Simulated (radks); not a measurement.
Results of a calculation; reference values are marked as such.
Question: Ionisation of the technetium ion Tc3+, [Kr] 4d4, to Tc4+, [Kr] 4d3, under several functionals. Dirac Kohn-Sham, spin-unpolarised, spherical densities, finite nucleus; open shells are shared between the two j in proportion to 2j + 1; a radial shooting solver on a logarithmic mesh with Libxc functionals. Known Delta-SCF values: LDA (Slater exchange, Perdew-Zunger correlation) 42.227 eV; exchange-only PBE 40.854 eV. What does XLYP give, and what is its highest occupied eigenvalue?

Answer: 41.946 eV by Delta-SCF; the 4d5/2 eigenvalue is -34.935 eV. NIST: 41 eV (theoretical).

Beside tabulated values, note that spin-unpolarised runs miss the spin-polarisation part of the exchange energy of open shells.
